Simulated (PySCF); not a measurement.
Spinor energies of Mn²⁺ (manganese, charge +2)

Start: [Ar] 3d4 4s1; 3d5/2 filled at m_j = -1/2, +1/2, +3/2, +5/2; 4s1/2 filled at m_j = +1/2. Calculated with PySCF 2.14 in x2c-SVPall-2c with one added diffuse shell each of s, d type (6s5p4d1f, 48 functions): generalised Hartree-Fock with the X2C-1e Hamiltonian and a Gaussian nucleus; one run each with spin-orbit coupling (SO) switched off, then screened by Boettger's factors. This is a chosen level, not necessarily the ground level.

| spinor shell | electrons | ε, spin-free (eV) | ε, screened SO (eV) | weight of nominal j (screened SO) | rms radius, screened SO (bohr) |
| --- | --- | --- | --- | --- | --- |
| 1s1/2 | 2 | -6625.0 | -6625.0 | 1.000 | 0.0704 |
| 2s1/2 | 2 | -832.18 | -832.18 | 1.000 | 0.302 |
| 2p1/2 | 2 | -706.09 | -713.27 | 0.984 | 0.271 |
| 3s1/2 | 2 | -132.18 | -132.19 | 1.000 | 0.912 |
| 3p3/2 | 4 | -93.875 | -94.162 | 0.832 | 0.979 |
| 3p1/2 | 2 | -93.875 | -93.327 | 0.663 | 0.976 |
| 3d5/2 | 4 | -43.166 | -43.157 | 0.690 | 1.15 |
| 4s1/2 | 1 | -24.725 | -24.725 | 1.000 | 2.96 |

Task: Where does 2p3/2 lie, and what is the 2p spin-orbit splitting (screened SO)?

Result: At -702.57 eV, 10.706 eV above 2p1/2.

| quantity | spin-free | screened SO |
| --- | --- | --- |
| E (hartree) | -1156.14826 | -1156.15695 |
| M_J | 9/2 | 9/2 |
| ⟨J²⟩ | 24.754 | 24.754 |
| ⟨L²⟩ | 6.004 | 6.008 |
| ⟨S²⟩ | 8.750 | 8.748 |

Each row is a mean over spinors that exchange with the open shell spreads, by up to 14.446 eV (3p3/2).

Rows whose weight is well below 1 are mixtures of j = l ± 1/2: exchange outweighs spin-orbit coupling there, and the label is only the starting occupation.

Without spin-orbit coupling the j labels of p, d and f shells carry no meaning; the spin-free column gives the mean over the occupied spinors of each nl shell.
